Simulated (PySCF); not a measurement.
C5H8OSSi2, SMILES c1ccc(s1)[SiH2][SiH2]C=O, GFN2-xTB optimised geometry.

```
17

O      1.42    -3.32    -0.85
C      0.71    -3.49    -1.81
Si    -1.04    -2.72    -1.96
Si    -1.39    -1.49    -0.02
C     -0.23    -0.02     0.00
C      1.13    -0.02     0.00
C      1.70     1.27     0.00
C      0.76     2.25    -0.01
S     -0.83     1.61    -0.01
H      1.08    -4.13    -2.64
H     -1.92    -3.87    -2.18
H     -1.00    -2.00    -3.24
H     -1.16    -2.27     1.20
H     -2.76    -0.95     0.05
H      1.71    -0.93     0.00
H      2.76     1.46     0.00
H      0.90     3.32    -0.01
```

Density from PBE/def2-SVP (PySCF 2.14.0) at that geometry.

Minimum of the electron density along straight lines between bonded atoms, close to the bond critical point (lines longer than 1.1 times the sum of covalent radii, or with two minima, are not listed):

```csv
bond,length / Å,ρ at the minimum / e bohr⁻³,∇²ρ there / e bohr⁻⁵,position (fraction from the first atom)
O1–C2,1.206,[?],0.50,0.67
C2–Si3,1.922,0.109,0.27,0.62
Si4–C5,1.877,0.110,0.34,0.39
C5–C6,1.365,0.316,-0.76,0.51
C6–C7,1.410,0.294,[?],0.50
C7–C8,1.358,0.320,-0.79,0.49
C5–S9,1.738,0.205,-0.39,0.46
C8–S9,1.717,0.215,[?],0.47
C2–H10,1.111,0.269,-0.97,0.64
Si3–H11,1.469,0.114,0.31,0.49
Si3–H12,1.470,0.114,0.30,0.49
Si4–H13,1.469,0.115,0.31,0.49
Si4–H14,1.470,0.115,0.31,0.49
C6–H15,1.076,0.283,-1.09,0.64
C7–H16,1.076,0.281,-1.06,0.63
C8–H17,1.072,0.283,-1.09,0.64
```

**Question.** Fill in the missing entries.

**Answer.** 
- O1–C2, ρ at the minimum / e bohr⁻³: 0.406
- C6–C7, ∇²ρ there / e bohr⁻⁵: -0.69
- C8–S9, ∇²ρ there / e bohr⁻⁵: -0.45
